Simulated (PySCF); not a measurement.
# Correlation energy of Ge⁺ (germanium, charge +1)

[Ar] 3d10 4s2 5s1, 2S determinant (an excited configuration). Computed with PySCF 2.14 in aug-cc-pVTZ-PP with ECP10MDF (6s5p4d2f, 55 functions), with a scalar-relativistic core potential. Frozen: 3s2 3p6 3d10; 3 electrons correlated.

| level | correlation energy (mhartree) |
| --- | --- |
| CCSD | -49.26 |
| (T) | -0.89 |
| CCSD(T) | -50.15 |
| CCSDT | -50.46 |

Diagnostics: T1 = 0.015, D1 = 0.0366, largest double amplitude 0.094.

The outer electron is Rydberg-like, and this basis confines it to a smaller radius and binds it less than a complete one would.

Cost of the coupled-cluster step: roughly 1.2 core-seconds, for 3 correlated electrons.

Iterations:

```
CC2 = 0
CCSD nocc = (np.int64(2), np.int64(1)), nmo = (46, 46)
frozen orbitals [[0, 1, 2, 3, 4, 5, 6, 7, 8], [0, 1, 2, 3, 4, 5, 6, 7, 8]]
max_cycle = 100
direct = 0
conv_tol = 1e-08
conv_tol_normt = 1e-06
diis_space = 8
diis_start_cycle = 0
Init t2, MP2 energy = -0.0369934068132711
Init E_corr(UCCSD) = -0.0369934068204426
cycle = 1  E_corr(UCCSD) = -0.045003221862284  dE = -0.00800981504  norm(t1,t2) = 0.0485281
cycle = 2  E_corr(UCCSD) = -0.0475706038394498  dE = -0.00256738198  norm(t1,t2) = 0.0198571
cycle = 3  E_corr(UCCSD) = -0.0492208319461829  dE = -0.00165022811  norm(t1,t2) = 0.00912864
cycle = 4  E_corr(UCCSD) = -0.0492037287394813  dE = 1.71032067e-05  norm(t1,t2) = 0.00303293
cycle = 5  E_corr(UCCSD) = -0.0492779110182702  dE = -7.41822788e-05  norm(t1,t2) = 0.00171916
cycle = 6  E_corr(UCCSD) = -0.049255911486842  dE = 2.19995314e-05  norm(t1,t2) = 0.000384226
cycle = 7  E_corr(UCCSD) = -0.0492668115015975  dE = -1.09000148e-05  norm(t1,t2) = 9.61e-05
cycle = 8  E_corr(UCCSD) = -0.0492625144170559  dE = 4.29708454e-06  norm(t1,t2) = 2.27584e-05
cycle = 9  E_corr(UCCSD) = -0.0492633374702513  dE = -8.23053195e-07  norm(t1,t2) = 5.25554e-06
cycle = 10  E_corr(UCCSD) = -0.0492633671104884  dE = -2.96402371e-08  norm(t1,t2) = 1.1724e-06
cycle = 11  E_corr(UCCSD) = -0.0492633712589406  dE = -4.14845217e-09  norm(t1,t2) = 2.32435e-07
UCCSD converged
E(UCCSD) = -292.8572274944036  E_corr = -0.04926337125894058
UCCSD(T) correction = -0.000887970543085682
```
